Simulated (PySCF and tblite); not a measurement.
Results of a calculation; reference values are marked as such.
**Conformer ensemble of C₇H₄O₃, numbered as in [O:1]=[CH:2][C:3]1=[CH:4][C:5](=[O:6])[C:7](=[O:8])[CH:9]=[CH:10]1**

The ensemble was built from 60 distance-geometry starts (ETKDG, MMFF94s, GFN2-xTB) and rests on GFN2-xTB geometries. Weights use OPBE-D3(BJ)/6-31+G* (IEF-PCM, dimethylsulfoxide) energies plus GFN2-xTB zero-point and thermal terms (modes under about 100 cm⁻¹ blended into free rotors). Symmetry numbers and mirror images are counted. Conformers within 3 kcal/mol (GFN2-xTB free energy) were kept, 4 at most. GIAO shieldings: PW91/pcSseg-1 (IEF-PCM, dimethylsulfoxide). Shifts are against TMS (¹H), TMS (¹³C) at the same level. Codes: tblite and PySCF.

Torsions listed: O1–C2–C3–C4. The 6-ring runs over atoms 3–4–5–7–9–10.

| conformer | shape | symmetry | E(GFN2) kcal/mol | E(DFT) kcal/mol | G(298.15 K) kcal/mol | weight % | dipole D |
| --- | --- | --- | --- | --- | --- | --- | --- |
| 1 | 6-ring flat; 180° | Cs | 0.00 | 0.00 | 0.00 | 94.9 | 3.76 |
| 2 | 6-ring flat; 0° | Cs | 0.76 | 1.92 | 1.74 | 5.1 | 6.49 |

Weights (%) against temperature:

```csv
T (K),1,2,S(mix) cal/mol/K
220,98.3,1.7,0.17
260,96.7,3.3,0.28
298.15,94.9,5.1,0.40
340,92.7,7.3,0.52
380,90.5,9.5,0.62
```

Averaged shifts at 298.15 K. ¹H: 10.34 (H2, 1H), 7.93 (H10, 1H), 6.38 (H9, 1H), 6.14 (H4, 1H) ppm. ¹³C: 204.0 (C2), 195.1 (C5), 186.1 (C7), 144.2 (C10), 140.5 (C3), 138.2 (C4), 136.6 (C9) ppm.

Coordinates of conformer 1 (Å):

```xyz
14

O     2.932   -1.213    0.318
C     2.363   -0.168    0.157
C     0.892   -0.024    0.053
C     0.325    1.188   -0.129
C    -1.130    1.353   -0.234
O    -1.656    2.429   -0.397
C    -1.980    0.069   -0.126
O    -3.185    0.131   -0.204
C    -1.250   -1.187    0.072
C     0.087   -1.225    0.154
H     2.910    0.789    0.071
H     0.918    2.090   -0.204
H    -1.853   -2.081    0.147
H     0.626   -2.151    0.299
```

Shifts are unscaled: against experiment ¹³C can be off by 15 ppm or more and ¹H by 0.8 ppm.
